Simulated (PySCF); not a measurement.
## Working out the ionisation energy of Br⁺

Br⁺ [Ar] 3d10 4s2 4p4 (3P) → Br²⁺ [Ar] 3d10 4s2 4p3 (4S). All numbers are calculated (PySCF 2.14, scalar relativity through the core potential, in aug-cc-pwCVDZ-PP with ECP10MDF (6s5p4d1f, 48 functions)). Frozen: nothing. Energies in hartree (1 hartree = 27.21139 eV):

```tsv
part	Br⁺ (lower)	Br²⁺ (upper)
UHF	-415.080580	-414.339600
MP2 opposite-spin	-0.331276	-0.315774
MP2 same-spin	-0.167450	-0.162614
```

What does Hartree-Fock give?

(-414.339600) − (-415.080580) = 0.740980 hartree = 20.163 eV.

What do MP2 and SCS-MP2 (6/5 opposite-spin, 1/3 same-spin) give?

The opposite-spin parts differ by 0.422 eV and the same-spin parts by 0.132 eV. MP2: 20.163 + (0.422) + (0.132) = 20.717 eV. SCS-MP2: 20.163 + 1.2 × (0.422) + (0.132)/3 = 20.713 eV.

Measured between the centres of the two terms (NIST): 21.409 eV, so MP2 (valence and next inner shell) is off by -0.692 eV.

A double-zeta basis recovers only part of the correlation energy.

What remains against the reference includes basis incompleteness and correlation beyond second order.
